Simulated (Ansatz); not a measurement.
Geometry optimisation, RHF/def2-SVP in Ansatz.

input.yaml

```yaml
crystal:
  periodic: [false, false, false]
  atoms:
    - { symbol: W, position_ang: [0.0, 0.0, 0.0] }
    - { symbol: Cl, position_ang: [0.0, 0.0, 2.39] }
    - { symbol: H, position_ang: [1.72, 0.0, 0.0] }
    - { symbol: F, position_ang: [0.0, 1.85, 0.0] }
    - { symbol: H, position_ang: [-1.72, 0.0, 0.0] }
    - { symbol: H, position_ang: [0.0, -1.72, 0.0] }
    - { symbol: H, position_ang: [0.0, 0.0, -1.72] }
basis:
  gaussian: { orbitals: def2-SVP }
hamiltonian:
  xc: hf
relax:
  f_tol: 0.02
  max_steps: 40
output:
  orbitals: {}
```

Command:

```bash
$ ansatz run input.yaml --threads 1 --pin off --max-ram 2048MiB --backend cpu --events-out ev --progress --plain --runs-dir out
```

**Question.** Where does it end, and by what steps?

**Answer.** The run converged. After 9 steps the energy has fallen by 3.491 eV; H7 moved furthest, 0.54 Å.

```csv
step,energy less start (eV),largest force component (eV/Å),accepted
0,0.0000,5.183,yes
1,-1.3703,1.417,yes
2,-2.3879,2.736,yes
3,-3.1910,1.815,yes
4,-3.4536,0.775,yes
5,-3.4820,0.187,yes
6,-3.4878,0.103,yes
7,-3.4895,0.057,yes
8,-3.4906,0.167,yes
9,-3.4909,0.013,yes
```

```xyz
7
Properties=species:S:1:pos:R:3
W 0.000 0.298 0.368
Cl 0.000 -0.391 2.587
H 1.398 -0.146 -0.403
F 0.000 2.039 -0.345
H -1.398 -0.146 -0.403
H 0.000 -1.348 0.075
H 0.000 -0.176 -1.209
```

Whether the end is a true minimum wasn't checked by a vibrational analysis.

The run took 19 s on 1 thread of Arm Neoverse V1, on a shared host, peak memory 0.15 GiB.
